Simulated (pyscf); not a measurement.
Optimised with ωB97X-D3(BJ)/def2-SVP in PySCF. Correlated levels are frozen-core, on RHF or UHF. ΔMP2 is the change of the MP2 total energy from the triple- to the quadruple-zeta basis.

**Question.** Estimate the classical barrier height and the reaction energy of `[OH][Al][OH]` [doublet] → `[O][AlH][OH]` [doublet] at CCSD(T)/def2-TZVPP + ΔMP2(QZVPP). The step runs on the doublet surface, breaks H–O and forms Al–H; take the reactant's lowest minimum found as zero.

**Answer.** ΔE‡ = 2.51 eV, ΔE = +1.67 eV. Zero-point energy shifts the barrier by -0.18 eV. It is a hydrogen shift, with an imaginary mode of 1317i cm⁻¹. One saddle was located; it need not be the lowest between these sides. The CCSD(T) − MP2 part came from Ansatz, without density fitting, on the same reference.
